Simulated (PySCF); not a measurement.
Molecule: `Cc1ccccc1N`, C7H9N.

Geometry:
```tsv
atom	x (Å)	y (Å)	z (Å)
C1	-2.006	-1.052	-0.217
C2	-0.575	-0.626	-0.080
C3	0.469	-1.551	-0.108
C4	1.801	-1.167	0.034
C5	2.098	0.183	0.209
C6	1.077	1.127	0.236
C7	-0.265	0.742	0.093
N8	-1.281	1.679	0.174
H9	-2.608	-0.723	0.647
H10	-2.091	-2.145	-0.292
H11	-2.480	-0.626	-1.120
H12	0.222	-2.609	-0.244
H13	2.597	-1.914	0.009
H14	3.134	0.510	0.323
H15	1.314	2.186	0.372
H16	-2.142	1.453	-0.307
H17	-1.002	2.643	0.044
```

Spin–spin couplings on one PBE0-D3(BJ)/def2-SVP geometry, PySCF, gas phase, non-relativistic, equivalent pairs averaged (spin–dipole term only in couplings to heteroatoms); isotopes 13C, 1H; functional B3LYP.

How do the couplings (Hz) change with the basis set? Times are CPU seconds on shared hosts with different chips, so compare them loosely. Far from the basis limit: 6-31G*, pcJ-0, 6-31G-J, def2-TZVP.

Answers


| basis set | functions | 1J(C4,H13) | 1J(C5,H14) | 1J(C3,H12) | 1J(C6,H15) | 1J(C1,H9) | 1J(C2,C3) | 1J(C5,C6) | core-s |
| --- | --- | --- | --- | --- | --- | --- | --- | --- | --- |
| 6-31G* | 130 | 158.8 | 156.0 | 154.3 | 153.2 | 143.2 | 92.9 | 92.8 | 26 |
| pcJ-0 | 131 | 152.5 | 148.7 | 146.8 | 145.7 | 114.1 | 54.9 | 53.9 | 26 |
| 6-31G-J | 132 | 173.7 | 169.8 | 167.0 | 165.3 | 135.7 | 68.4 | 67.1 | 26 |
| def2-TZVP | 302 | 160.4 | 157.0 | 154.3 | 152.7 | 124.1 | 67.3 | 65.5 | 100 |
| pcJ-1 | 306 | 168.5 | 164.8 | 161.8 | 160.6 | 132.0 | 67.6 | 66.5 | 98 |

The Fermi-contact term samples the wavefunction at the nucleus, which is why sets with added tight s functions (names with J) are made for couplings.
